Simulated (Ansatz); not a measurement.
System: sum formula InHCl$_{2}$, net charge 0, singlet state. 
Geometry from a B3LYP-D3(BJ)/def2-TZVP (Ansatz, a program for electronic structure) optimisation:
SMILES: [Cl][InH][Cl]
```xyz
4

Cl    -0.4276     2.0477    -0.0030
In    -0.4206    -0.2862    -0.0123
Cl     1.7472    -1.1496     0.0416
H     -1.8249    -1.2420    -0.0534
```
Charge 0, spin multiplicity 1.

Total electronic energies in hartree. Cores are frozen in the correlated levels unless marked. No spin-orbit coupling. Frozen are the shells of the preceding noble gas and the d and f shells that filled before the atom's block. In def2 rows, elements after Kr have scalar-relativistic effective core potentials. CBS(X,Y): correlation extrapolated as X^-3; Hartree-Fock from the larger set.

```
level                                        program  energy (Eh)
------------------------------------  --------------  -----------
revPBE/def2-TZVPD                             Ansatz  -1111.14030
B3LYP/def2-TZVPD                              Ansatz  -1111.35739
B2PLYP-D3(BJ)/def2-TZVPD              Ansatz + dftd3  -1110.72061
MP2/def2-TZVPP                                Ansatz  -1109.36718
MP2/def2-QZVPP                                Ansatz  -1109.43898
SCS-MP2/def2-QZVPPD                           Ansatz  -1109.44019
CCSD/def2-SVPD                                Ansatz  -1108.99253
CCSD(T)/CBS(def2-TZVPP,def2-QZVPP)            Ansatz   -1109.5319
CCSD(T)/CBS(def2-TZVPPD,def2-QZVPPD)          Ansatz   -1109.5301
```

Totals of different functionals don't rank their quality; only differences between species are comparable.
